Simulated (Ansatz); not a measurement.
Reading a saddle point

A first-order saddle point of AlN$_{2}$H$_{9}$O, singlet, PBE0-D4/def2-TZVP, with one imaginary mode of 515i cm⁻¹:

Al1  (-1.307, -0.397, -0.796)
N2  (0.373, -1.242, -0.676)
H3  (-1.596, 0.108, -2.290)
H4  (-2.459, -1.181, 0.007)
H5  (0.155, 1.097, 0.727)
O6  (-0.961, 1.116, 0.249)
H7  (1.286, -0.115, 0.343)
N8  (1.357, 0.764, 0.944)
H9  (0.825, -1.387, -1.571)
H10  (0.352, -2.148, -0.223)
H11  (-1.663, 1.448, 0.810)
H12  (2.049, 1.405, 0.576)
H13  (1.588, 0.532, 1.901)
(Å)

Ansatz 0.2.0; basis: def2-TZVPP and def2-QZVPP; cores frozen in the correlated methods. Extrapolation: Hartree–Fock as exp(−7.88 √X), correlation as X^−2.97.

Q: Which contacts change along the imaginary mode, and what lies on either side? (A judgement: the text doesn't fix the answer.)

A: By the calculation: The step is AlNH₄ ([NH2][AlH2]) + H₂O + NH₃ → AlH₃O ([OH][AlH2]) + NH₃ + NH₃ (still joined by a long Al–N bond), with the molecules in contact on both sides. Shortening one way: Al1–O6, N2–H7, H5–N8; lengthening the same way: Al1–N2, H5–O6, H7–N8.
```
  pair  one side (Å)  saddle (Å)  other side (Å)
Al1–O6          1.93        1.87            1.75
 N2–H7          1.99        1.77            1.04
 H5–N8          1.52        1.27            1.02
Al1–N2          1.85        1.88            2.01
 H5–O6          1.06        1.21            2.00
 H7–N8          1.04        1.07            1.88
```

Q: Which side is lower, and how far does the saddle lie above each? (Judge from chemistry; the value comes from the calculation.)

A: By the calculation: The side with Al1–O6, N2–H7, H5–N8 short is lower by 16.51 kcal/mol; the saddle lies 18.80 kcal/mol above it and 2.28 kcal/mol above the other (CCSD(T) at an estimated basis limit (MP2 extrapolated from triple and quadruple zeta, plus CCSD(T) − MP2 in triple zeta); electronic energies).

T1 diagnostic: at most 0.010.

The step is the kind of ligand exchange by which a precursor binds to a hydroxyl group, or is hydrolysed, in atomic layer deposition of oxides.

Labels in which every atom is bracketed show which atoms are joined, not bond orders.

For scale, one of the runs: CCSD(T)/def2-TZVPP, 261 basis functions, launched by `ansatz run in.yaml --threads 4 --pin off --events-out ev --progress --plain --max-ram 9574MiB`. Time: 100 s of wall clock on 4 CPU threads of an Intel Xeon Platinum 8488C; the host was shared. Peak host memory: 6.3 GiB.
